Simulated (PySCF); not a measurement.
Field gradients from PBE0/pcSseg-1 densities (PySCF, non-relativistic) at GFN2-xTB geometries, isolated species, one conformer each; χzz is the principal value of largest magnitude, with Q(35Cl) = −0.0817 b, Q(14N) = 0.02044 b. GFN2-xTB bond lengths can be off by several hundredths of an ångström, more for odd bonds, and the gradients follow them. With a basis this small, the couplings can be 20 % off.

(1) These 35Cl couplings (χzz in MHz, η) are listed in rising order: (-78.81, 0.23); (-74.61, 0.04); (-71.33, 0.14); (-39.54, 0.02). Assign them to: Cl5 (vinyl chlorine) in `[CH3:1][SiH2:2][C@@H:3]1[C:4]([Cl:5])=[CH:6][C@H:7]1[Cl:8]`; Cl7 (alkyl chlorine) in `[Cl:1][C@@H:2]1[C@H:3]2[CH2:4][SiH2:5][C@:6]1([Cl:7])[CH2:8]2`; the aryl chlorine of `[O-][n+]1cccnc1Cl`; Cl3 (silicon-bound chlorine) in `[CH3:1][Si@@H:2]([Cl:3])[C:4]1=[C:5]([Cl:6])[CH2:7][CH2:8]1`.

(2) These 14N couplings (χzz in MHz, η) are listed in rising order: (-5.940, 0.16); (-4.820, 0.19); (0.879, 0.04). Assign them to: N7 (pyridine-type nitrogen) in `[CH3:1][N:2]([CH3:3])[c:4]1[cH:5][n:6][n:7][n:8][cH:9]1`; N2 (N-oxide nitrogen) in `[O-:1][n+:2]1[cH:3][cH:4][cH:5][n:6][c:7]1[Cl:8]`; N9 (ring nitrogen) in `[F:1][C:2]([F:3])([F:4])[c:5]1[cH:6][n-:7][n:8][n:9]1`.

Results:

(1) -78.81 MHz, η 0.23: the aryl chlorine of `[O-][n+]1cccnc1Cl`; -74.61 MHz, η 0.04: Cl7 (alkyl chlorine) in `[Cl:1][C@@H:2]1[C@H:3]2[CH2:4][SiH2:5][C@:6]1([Cl:7])[CH2:8]2`; -71.33 MHz, η 0.14: Cl5 (vinyl chlorine) in `[CH3:1][SiH2:2][C@@H:3]1[C:4]([Cl:5])=[CH:6][C@H:7]1[Cl:8]`; -39.54 MHz, η 0.02: Cl3 (silicon-bound chlorine) in `[CH3:1][Si@@H:2]([Cl:3])[C:4]1=[C:5]([Cl:6])[CH2:7][CH2:8]1`.

(2) -5.940 MHz, η 0.16: N7 (pyridine-type nitrogen) in `[CH3:1][N:2]([CH3:3])[c:4]1[cH:5][n:6][n:7][n:8][cH:9]1`; -4.820 MHz, η 0.19: N9 (ring nitrogen) in `[F:1][C:2]([F:3])([F:4])[c:5]1[cH:6][n-:7][n:8][n:9]1`; 0.879 MHz, η 0.04: N2 (N-oxide nitrogen) in `[O-:1][n+:2]1[cH:3][cH:4][cH:5][n:6][c:7]1[Cl:8]`.

All sites together:

```tsv
nucleus	site	Vzz (au)	η	χzz (MHz)
35Cl	Cl5 (vinyl chlorine) in [CH3:1][SiH2:2][C@@H:3]1[C:4]([Cl:5])=[CH:6][C@H:7]1[Cl:8]	3.716	0.14	-71.33
35Cl	Cl7 (alkyl chlorine) in [Cl:1][C@@H:2]1[C@H:3]2[CH2:4][SiH2:5][C@:6]1([Cl:7])[CH2:8]2	3.887	0.04	-74.61
35Cl	the aryl chlorine of [O-][n+]1cccnc1Cl	4.105	0.23	-78.81
35Cl	Cl3 (silicon-bound chlorine) in [CH3:1][Si@@H:2]([Cl:3])[C:4]1=[C:5]([Cl:6])[CH2:7][CH2:8]1	2.060	0.02	-39.54
14N	N7 (pyridine-type nitrogen) in [CH3:1][N:2]([CH3:3])[c:4]1[cH:5][n:6][n:7][n:8][cH:9]1	-1.237	0.16	-5.940
14N	N2 (N-oxide nitrogen) in [O-:1][n+:2]1[cH:3][cH:4][cH:5][n:6][c:7]1[Cl:8]	0.183	0.04	0.879
14N	N9 (ring nitrogen) in [F:1][C:2]([F:3])([F:4])[c:5]1[cH:6][n-:7][n:8][n:9]1	-1.004	0.19	-4.820
```
